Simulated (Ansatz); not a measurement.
C3H13BOSi, 19 atoms. Total charge 0; spin multiplicity 1. The bonds changed during the relaxation, so this is another structure than the one it started from. All runs use 4 threads of an Arm Neoverse V1 on a shared host. Correlated methods freeze the cores.

Give the basis size and wall time and peak host memory of each of these runs in Ansatz. RKS B2PLYP (frozen core)/def2-TZVPP energy; RKS PBE-D4/def2-TZVPP energy and forces; direct RPA on PBE orbitals/def2-TZVPP energy; RKS PBE0-D4/def2-SVP energy; RKS ωB97M-V/def2-QZVPP energy; RKS PBE0-D4/def2-QZVPP energy; RKS ωB97M-V/def2-SVP energy; RHF-CCSD(T)/def2-SVP energy; RHF-MP2/def2-TZVPP energy; RKS PBE0-D4/def2-TZVP relaxation (31 steps); RKS B3LYP-D4/def2-TZVPP energy and forces; RKS LC-ωPBE/def2-TZVPP energy. (An estimate is asked.)

The calculation gave: Other jobs shared the machine, so times are rough.

```csv
level,job,functions,wall time,peak host memory (GiB)
RKS PBE0-D4/def2-SVP,energy,153,2.2 s,0.92
RKS LC-ωPBE/def2-TZVPP,energy,379,6 s,1
RKS PBE-D4/def2-TZVPP,energy and forces,379,6 s,0.68
RKS ωB97M-V/def2-SVP,energy,153,9.5 s,0.92
RHF-MP2/def2-TZVPP,energy,379,10 s,1.4
RKS B3LYP-D4/def2-TZVPP,energy and forces,379,13 s,1.7
RKS B2PLYP (frozen core)/def2-TZVPP,energy,379,14 s,1.5
direct RPA on PBE orbitals/def2-TZVPP,energy,379,15 s,1.6
RKS PBE0-D4/def2-QZVPP,energy,745,26 s,3.7
RHF-CCSD(T)/def2-SVP,energy,153,34 s,1.4
RKS ωB97M-V/def2-QZVPP,energy,745,51 s,4.6
RKS PBE0-D4/def2-TZVP,relaxation (31 steps),270,3.3 min,0.96
```

B3LYP here is the variant with VWN-RPA as its local correlation; programs differ in this. LC-ωPBE has ω = 0.4 bohr⁻¹.
